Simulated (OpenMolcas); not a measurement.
## Co2+: the spin-orbit constant, Racah parameters, worked from levels

- Program: OpenMolcas
- Basis: ANO-RCC-VTZP [6s5p3d2f1g]
- Scalar Hamiltonian: DKH2, point nucleus
- Active space: 7 electrons in 5 orbitals (3d)
- State averaging: 2S+1 = 4 even, 10 roots; 2S+1 = 2 even, 40 roots (35 in the spin-orbit step)
- Spin-orbit coupling: state interaction with AMFI integrals over the reference wave functions, term energies averaged over their components

Methods: CASSCF; SS-CASPT2, IPEA 0.25 Eh, imaginary shift 0.1 Eh (closed shells correlated: 3s 3p). Measured levels: Sugar and Corliss, J. Phys. Chem. Ref. Data 10, 1097 (1981).

**The spin-orbit constant.** For the Hund term ⁴F of d7, E(J) = (A/2) J(J+1) + constant and ζ = -2S·A = -3A. From J = 3/2 to J = 9/2 the energy changes by 10.5 A.

```
   Source  E(9/2) - E(3/2)       A    ζ
   CASSCF          -1916.0  -182.5  547
SS-CASPT2          -1911.8  -182.1  546
 measured          -1866.8  -177.8  533
```

All in cm-1. SS-CASPT2 is off by +2.4 % and CASSCF by +2.6 %. Both methods take the spin-orbit matrix elements from the reference wave functions, so the second can move ζ only through the term energies and any multistate remixing. Second-order mixing with other terms is absorbed into this ζ.

**Racah parameters.** Above ⁴F, d7 has ⁴P at 15B, ²G at 4B + 3C and ²H at 9B + 3C. The first two fix B and C, and the third tests them; where it misses by thousands of cm-1, two parameters do not describe the configuration (Trees and configuration-interaction terms are left out) and B and C hang on the terms chosen. Term energies are centres of gravity, weighted by 2J + 1.

```
   Source     ⁴P     ²G     B     C   C/B  ²H from B, C  ²H found
   CASSCF  18460  18540  1231  4539  3.69         24696     24773
SS-CASPT2  14914  15900   994  3974  4.00         20868     21593
 measured  14561  16510   971  4209  4.33         21366     22227
```

Energies in cm-1. From CASSCF to SS-CASPT2, B changes by -19.3 % and C by -12.4 %. Against the measured terms, SS-CASPT2 has B off by +2.4 % and C by -5.6 %.

Term energies are means over components that CASPT2 splits; among the terms shown or strongly mixed into the levels shown the widest spread is 1100 cm-1 (3d⁷ ²H, SS-CASPT2). Some high roots are left out of the spin-orbit mixing, which shifts the levels that they would mix with. Without dynamic correlation excited terms often stand tens of per cent too high (terms of higher spin than the ground term too low), and those without a measured partner can miss by more than the paired ones (holds for CASSCF). Computed and measured levels are paired by configuration, term and J; levels that our copy of the source lacks, or whose pairing is in doubt (as where it misses far off the trend of its configuration), stay unpaired and out of the deviations. Levels of configurations outside the active space are missing.
